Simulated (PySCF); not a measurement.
## How methods differ on the excitation energy of Mn²⁺

Mn²⁺ [Ar] 3d5 (6S) → Mn²⁺ [Ar] 3d4 4s1 (6D), as a difference of total energies. Calculation: PySCF 2.14, in aug-cc-pwCVTZ-DK with one added diffuse shell each of s, p, d, f, g type (11s10p8d5f4g, 152 functions); the spin-free X2C one-electron Hamiltonian (Gaussian nucleus). The calculations carry no spin-orbit coupling.

| method | excitation energy (eV) |
| --- | --- |
| UHF | 7.240 |
| M06 | 8.152 |
| TPSS | 7.568 |
| revPBE | 7.557 |
